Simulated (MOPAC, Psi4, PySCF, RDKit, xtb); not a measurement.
Two geometries of H₅Cl₃SeSi₃, SMILES Cl[Si](Cl)([SiH2][SiH2][SeH])Cl, relaxed at B3LYP-D3(BJ)/def2-SVP with one dihedral held; other torsions can differ between them too.

Structure A

```
12

Cl    -2.3358    -1.4757    -0.8095
Si    -1.8754     0.2480     0.2459
Cl    -3.5431     1.4687     0.2734
Cl    -1.4173    -0.2944     2.1927
Si     0.0148     1.2076    -0.7225
Si     1.6772    -0.4505    -0.7547
Se     3.6128     0.3769    -1.6955
H     -0.3196     1.6490    -2.1060
H      0.4382     2.3770     0.1007
H      1.2584    -1.5606    -1.6532
H      1.8931    -0.9742     0.6240
H      3.7617     1.4238    -0.6646
```

Structure B

```
12

Cl    -2.7227    -1.4051    -0.2863
Si    -1.8899     0.3343     0.4942
Cl    -3.3442     1.8059     0.4391
Cl    -1.3743    -0.0054     2.4623
Si    -0.0532     0.9617    -0.8005
Si     1.6302    -0.6977    -0.7801
Se     1.0659    -2.5244     0.5005
H     -0.5688     1.1851    -2.1835
H      0.4533     2.2544    -0.2524
H      2.8630    -0.1591    -0.1402
H      1.9434    -1.0733    -2.1902
H     -0.2555    -2.6777    -0.1382
```

### Question
Which is lower in energy at the level Psi4 with DF-MP2 (frozen core)/cc-pVTZ // B3LYP-D3(BJ)/def2-SVP, and by how much?

### Answer
A is lower, by 0.66 kcal/mol (dihedral Si2–Si5–Si6–Se7: 180° in A, 0° in B).

E(B) − E(A) in kcal/mol at the other levels, on the same two geometries: B3LYP/def2-SVP // B3LYP-D3(BJ)/def2-SVP (Psi4) 1.29; B3LYP-D3(BJ)/def2-SVP (Psi4) -0.52; PBE/def2-SVP // B3LYP-D3(BJ)/def2-SVP (Psi4) 0.83; PBE-D3(BJ)/def2-SVP // B3LYP-D3(BJ)/def2-SVP (Psi4) -0.11; HF/cc-pVTZ // B3LYP-D3(BJ)/def2-SVP (Psi4) 2.72; UFF // B3LYP-D3(BJ)/def2-SVP (RDKit) 1.88; AM1, restricted, heats of formation // B3LYP-D3(BJ)/def2-SVP (MOPAC) -0.17; PM3, restricted, heats of formation // B3LYP-D3(BJ)/def2-SVP (MOPAC) 0.05; GFN1-xTB // B3LYP-D3(BJ)/def2-SVP (xtb) -0.63; restricted B3LYP/6-31G*, spherical d, density fitting // B3LYP-D3(BJ)/def2-SVP (PySCF) 1.97; restricted MP2 (frozen core)/3-21G // B3LYP-D3(BJ)/def2-SVP (PySCF) 1.63; restricted LDA (SVWN5)/6-31G*, spherical d, density fitting // B3LYP-D3(BJ)/def2-SVP (PySCF) -0.07; restricted Hartree-Fock/6-31G*, spherical d, density fitting // B3LYP-D3(BJ)/def2-SVP (PySCF) 2.78.
